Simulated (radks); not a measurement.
Values are calculated unless marked as measured or tabulated.
Ionisation ladder of nitrogen, from N I to N VII. Each ion is in the ground configuration listed by NIST, and IE = E(next ion) - E(this ion), with E = 0 for the bare nucleus. Code: a radial shooting solver on a logarithmic mesh with Libxc functionals. Model: scalar-relativistic Kohn-Sham, r2SCAN, spin-unpolarised, spherical densities, finite nucleus; meta-GGA in the generalised Kohn-Sham scheme; Fermi nuclear charge, rms radius 2.5582 fm.

| species | configuration | E (hartree) | IE, Delta-SCF (eV) | -e(HOMO) (eV) | HOMO | IE, NIST (eV) | kind | error (eV) |
|---|---|---|---|---|---|---|---|---|
| N I | [He] 2s2 2p3 | -54.45748 | 13.650 | 7.196 | 2p | 14.534 | exp. | -0.884 |
| N II | [He] 2s2 2p2 | -53.95586 | 28.689 | 20.667 | 2p | 29.601 | semi-emp. | -0.912 |
| N III | [He] 2s2 2p1 | -52.90156 | 46.502 | 37.169 | 2p | 47.445 | semi-emp. | -0.944 |
| N IV | [He] 2s2 | -51.19265 | 77.973 | 68.521 | 2s | 77.474 | exp. | +0.499 |
| N V | [He] 2s1 | -48.32720 | 95.642 | 87.405 | 2s | 97.890 | exp. | -2.248 |
| N VI | [He] | -44.81241 | 564.15 | 515.91 | 1s | 552.07 | theory | +12.1 |
| N VII | 1s1 | -24.08031 | 655.26 | 612.28 | 1s | 667.05 | theory | -11.8 |

Reference values: NIST Atomic Spectra Database (exp. = measured, semi-emp. = semi-empirical, theory = theoretical value adopted there). The ionisation energy per charge of the ion left behind rises most, in proportion, at N VI ([He]), from 19.128 to 94.025 eV. Against the entries that are not theoretical the mean signed error is -2.6 % and the largest -6.1 %. Spin polarisation and multiplet splitting are left out, so open shells lie too high by an amount that depends on their filling.

Beside tabulated values, note that spin-unpolarised runs miss the spin-polarisation part of the exchange energy of open shells.
